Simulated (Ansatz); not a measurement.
`OB(O)O[SiH3]` + `[F][AlH2]` → `O[B](O[SiH3])[AlH][F]` + H₂O  (formal exchange of groups at a B–O bond)

Calculated with Ansatz (gas phase, PBE0-D4/def2-TZVP geometries, no zero-point term in ΔE). CCSD(T)/CBS is the MP2 limit (def2-TZVPP, def2-QZVPP) plus CCSD(T) − MP2 in def2-TZVPP, frozen cores. This one scheme is used for every species. Functionals use def2-TZVPP. One conformer a species, not always the lowest.

`OB(O)O[SiH3]`:

Cartesian coordinates in Å:
```
O -1.460 0.528 0.692
B -0.737 -0.598 0.426
O -1.231 -1.820 0.784
O 0.472 -0.486 -0.196
Si 1.279 0.857 -0.723
H -2.292 0.337 1.130
H -0.636 -2.535 0.546
H 0.483 1.577 -1.748
H 1.578 1.767 0.411
H 2.545 0.373 -1.323
```

`[F][AlH2]`:

Z-matrix (Å, degrees):
```
Al
F 1 1.650
H 1 1.576 2 117.0
H 1 1.576 2 117.0 3 -179.9
```

`O[B](O[SiH3])[AlH][F]`:

Z-matrix (Å, degrees):
```
Si
O 1 1.652
H 1 1.484 2 110.1
H 1 1.481 2 106.8 3 -119.3
H 1 1.484 2 110.1 3 121.3
B 2 1.356 1 136.1 3 -61.1
O 6 1.363 2 115.2 1 -179.9
Al 6 2.165 2 122.5 1 0.1
H 7 0.958 6 114.1 2 180.0
F 8 1.657 6 116.6 2 0.2
H 8 1.589 6 127.4 2 -179.9
```

H₂O:

```xyz
3

O    -0.380    0.076    0.039
H     0.106   -0.669    0.399
H     0.273    0.593   -0.437
```

```json
{"level": "BHLYP-D4", "ΔE (eV)": "1.82"}
{"level": "ωB97M-V", "ΔE (eV)": "1.74"}
{"level": "B2PLYP", "ΔE (eV)": "1.76"}
{"level": "PBE-QIDH", "ΔE (eV)": "1.74"}
{"level": "BLYP", "ΔE (eV)": "1.66"}
{"level": "RPA@PBE/def2-TZVPP", "ΔE (eV)": "1.65"}
{"level": "CCSD/def2-SVP", "ΔE (eV)": "2.03"}
{"level": "SCS-MP2/def2-TZVPP", "ΔE (eV)": "1.77"}
```

Question: What does CCSD(T)/CBS give? (An estimate is asked.)

Answer: Ansatz gave: +1.67 eV. The listed levels differ from it by 0.15, 0.07, 0.09, 0.07, -0.01, -0.02, 0.36, 0.10 eV.

Largest T1 diagnostic among the species: 0.014.

From BLYP to BHLYP (50 % exact exchange), in def2-TZVPP and without D4, ΔE moves by +0.23 eV. Leaving LDA and LC-ωPBE aside and taking each functional with its dispersion term where it has one, the values, not all of them listed here, spread over 0.39 eV, from PBE-D4 to B97M-V. LDA lies +0.10 eV from PBE without D4. The D4 term adds −0.05 eV with B3LYP and −0.03 eV with PBE0; it sums over pairs of atoms, weighted by their polarisabilities, and B3LYP, whose exchange is more repulsive, gets the larger term.

B3LYP here is the variant with VWN-RPA as its local correlation; programs differ in this.
